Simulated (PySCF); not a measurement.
# J couplings in `[Sn]([CH3])([CH3])([CH3])[I]`, C$_{3}$H$_{9}$ISn

Geometry:
```
atom   x (Å)   y (Å)   z (Å)
  C1   0.079   2.033  -0.399
 Sn2   0.045   0.028   0.369
  C3   1.696  -1.157  -0.324
  C4  -1.851  -0.936   0.085
  I5   0.369   0.267   3.065
  H6  -0.039   2.018  -1.493
  H7  -0.739   2.616   0.046
  H8   1.036   2.508  -0.145
  H9   2.642  -0.676  -0.041
 H10   1.649  -2.155   0.132
 H11   1.651  -1.256  -1.419
 H12  -2.643  -0.335   0.552
 H13  -2.061  -1.037  -0.990
 H14  -1.836  -1.933   0.547
```

[PySCF 2.14.0: indirect couplings; PBE0/pcJ-1 (dyall-v2z on I, dyall-v2z on Sn), no solvent, Gaussian nuclear model, PBE0-D3(BJ)/def2-SVP geometry]

Non-relativistic values:
```csv
coupling,atoms,J (Hz)
"1J(127I,119Sn)",I5 – Sn2,1262.2
"2J(127I,13C)",I5 – C1/C3/C4,0.2
"3J(127I,1H)",I5 – H6/H7/H8/H9/H10/H11/H12/H13/H14,2.0
```

Question: What do two-component X2C with spin–orbit coupling give?

Answer: 
```tsv
coupling	atoms	with spin–orbit (Hz)
1J(127I,119Sn)	I5 – Sn2	1599.7
2J(127I,13C)	I5 – C1/C3/C4	-1.5
3J(127I,1H)	I5 – H6/H7/H8/H9/H10/H11/H12/H13/H14	1.9
```

The largest listed coupling, 1J(127I,119Sn), ends at 1.27 times its non-relativistic value. Equivalent partners are averaged, as under fast rotation. In the static structure 3J(127I,1H) spreads over 6.1, -0.2, -0.2, -0.2, -0.2, 5.9 Hz. Couplings to strongly quadrupolar nuclei (127I) are seldom resolved in solution.
